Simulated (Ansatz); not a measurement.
Start from `CC(C)O[Si]OC(C)C` and change one atom or group to get `CC(C)O[SiH]`.

Ansatz, PBE0-D4/def2-TZVP geometries, multiplicity 1. Each molecule was computed in one conformer, which needn't be the lowest.

```csv
property,`CC(C)O[Si]OC(C)C`
LUMO energy (ωB97M-V/def2-TZVPP) / eV,1.23
LUMO energy (B3LYP/def2-TZVPP) / eV,-0.89
HOMO energy (ωB97M-V/def2-TZVPP) / eV,-8.90
size of the dipole moment (ωB97M-V/def2-TZVPP) / D,3.12
HOMO–LUMO gap (PBE0/def2-TZVPP) / eV,6.04
HOMO energy (B3LYP/def2-TZVPP) / eV,-6.55
```

**Question.** What does the change do to each property? (Estimate.)

**Answer.** The calculation gave: 
```
                                          property  `CC(C)O[SiH]`  shift
             LUMO energy (ωB97M-V/def2-TZVPP) / eV           0.06  -1.17
               LUMO energy (B3LYP/def2-TZVPP) / eV          -2.10  -1.21
             HOMO energy (ωB97M-V/def2-TZVPP) / eV          -8.44   0.46
size of the dipole moment (ωB97M-V/def2-TZVPP) / D           1.51  -1.61
              HOMO–LUMO gap (PBE0/def2-TZVPP) / eV           4.41  -1.63
               HOMO energy (B3LYP/def2-TZVPP) / eV          -6.15   0.40
```

With PBE0 the HOMO rises by 0.41 eV and the LUMO falls by 1.22 eV, so the gap narrows by about 1.63 eV. PBE moves the HOMO by 0.44 eV and ωB97M-V by 0.46 eV. Dipoles are sizes alone; their direction can turn.

B3LYP here is the variant with VWN-RPA as its local correlation; programs differ in this.
